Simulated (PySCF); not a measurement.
Species: C₅H₁₃O₂P.
Atom-mapped SMILES: `[CH3:1][CH2:2][CH2:3][P@@:4]([CH3:5])(=[O:6])[CH2:7][OH:8]` (hydrogens: H9, H10, H11 on C1; H12, H13 on C2; H14, H15 on C3; H16, H17, H18 on C5; H19, H20 on C7; H21 on O8)

The same species was optimised twice, with GFN2-xTB and with PBE0-D3(BJ)/def2-SVP (PySCF), and the same property calculations (PySCF, gas phase) were run on both structures.

```csv
coordinate,GFN2-xTB,PBE0-D3(BJ)/def2-SVP,change
P4=O6 (Å),1.472,1.509,+0.037
P4–C5 (Å),1.834,1.810,-0.024
C3–P4 (Å),1.838,1.819,-0.019
P4–C7 (Å),1.858,1.839,-0.019
C7–O8 (Å),1.398,1.394,-0.004
C1–C2 (Å),1.523,1.520,-0.003
C2–C3 (Å),1.524,1.525,+0.001
O6–P4–C7 (°),109.9,106.7,-3.2
C2–C3–P4 (°),109.7,112.5,+2.8
C5–P4–C7 (°),106.1,108.0,+1.9
P4–C7–O8 (°),107.3,105.8,-1.5
C5–P4–O6 (°),113.9,115.1,+1.2
C1–C2–C3 (°),111.9,113.0,+1.1
C3–P4–C7 (°),105.2,106.3,+1.1
C3–P4–O6 (°),113.5,112.9,-0.6
C1–C2–C3–P4 (°),-172,-173,-1
C2–C3–P4–C5 (°),-76,-80,-4
C3–P4–C7–O8 (°),-75,-83,-8
```

Rotational constants: A = 2360, B = 1037, C = 889.7 MHz (GFN2-xTB) against A = 2410, B = 1027, C = 890.0 MHz (PBE0-D3(BJ)/def2-SVP). Point groups within 0.08 Å: C1 and C1.

On the GFN2-xTB structure: HOMO (eV) -7.36 [PBE0/pcSseg-1]; LUMO (eV) 0.94 [PBE0/pcSseg-1]; dipole (D) 3.67 [PBE0/pcSseg-1]; GIAO shielding of C1 (ppm) 168.7 [PBE0/pcSseg-1]; GIAO shielding of C2 (ppm) 168.7 [PBE0/pcSseg-1]; GIAO shielding of C3 (ppm) 153.1 [PBE0/pcSseg-1]; GIAO shielding of P4 (ppm) 302.8 [PBE0/pcSseg-1]; GIAO shielding of C5 (ppm) 172.7 [PBE0/pcSseg-1]; GIAO shielding of O6 (ppm) 260.7 [PBE0/pcSseg-1]; GIAO shielding of C7 (ppm) 120.8 [PBE0/pcSseg-1]; GIAO shielding of O8 (ppm) 340.1 [PBE0/pcSseg-1].

Problem. What do these properties become on the PBE0-D3(BJ)/def2-SVP structure?

Solution. 
```tsv
property	level	on GFN2-xTB	on PBE0-D3(BJ)/def2-SVP	change
HOMO (eV)	PBE0/pcSseg-1	-7.36	-7.41	-0.05
LUMO (eV)	PBE0/pcSseg-1	0.94	0.83	-0.11
dipole (D)	PBE0/pcSseg-1	3.67	4.34	+0.67
energy, GFN2-xTB geometry as zero (kcal/mol)	PBE0/pcSseg-1	0.0	-1.6	-1.6
GIAO shielding of C1 (ppm)	PBE0/pcSseg-1	168.7	166.9	-1.8
GIAO shielding of C2 (ppm)	PBE0/pcSseg-1	168.7	167.6	-1.1
GIAO shielding of C3 (ppm)	PBE0/pcSseg-1	153.1	152.7	-0.4
GIAO shielding of P4 (ppm)	PBE0/pcSseg-1	302.8	295.2	-7.6
GIAO shielding of C5 (ppm)	PBE0/pcSseg-1	172.7	171.8	-0.9
GIAO shielding of O6 (ppm)	PBE0/pcSseg-1	260.7	256.8	-3.9
GIAO shielding of C7 (ppm)	PBE0/pcSseg-1	120.8	123.6	+2.8
GIAO shielding of O8 (ppm)	PBE0/pcSseg-1	340.1	338.0	-2.1
```

The heavy atoms differ by 0.074 Å rms after alignment. Among bonds between heavy atoms P4=O6 changes most (+0.037 Å). Changes are differences of the printed values. Neither structure is proved a minimum here.

Shape of the structure used: `[CH3:1][CH2:2][CH2:3][P@@:4]([CH3:5])(=[O:6])[CH2:7][OH:8]`: C1–C2–C3–P4 -173°, C2–C3–P4–C5 -80°, C3–P4–C7–O8 -83°, H–O8–C7–P4 -35°.
